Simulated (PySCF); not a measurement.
A calculated (M06-2X, PySCF 2.14, x2c-TZVPall, the spin-free X2C one-electron Hamiltonian (Gaussian nucleus)) atom or ion has these occupied shells.

```tsv
shell	electrons	orbital energy (eV)	rms radius, mean of both spins (bohr)
1s α	1	-2817.5	0.105
1s β	1	-2816.8	0.105
2s α	1	-282.64	0.482
2s β	1	-282.42	0.482
2p α	3	-219.09	0.451
2p β	3	-218.34	0.451
3s α	1	-37.919	1.62
3s β	1	-33.993	1.62
3p α	3	-23.407	1.85
3p β	1	-21.310	1.85
```

(1) Name the element and its charge.

Answers

(1) Cl+ (chlorine, charge +1), in [Ne] 3s2 3p4, high-spin 3P determinant.
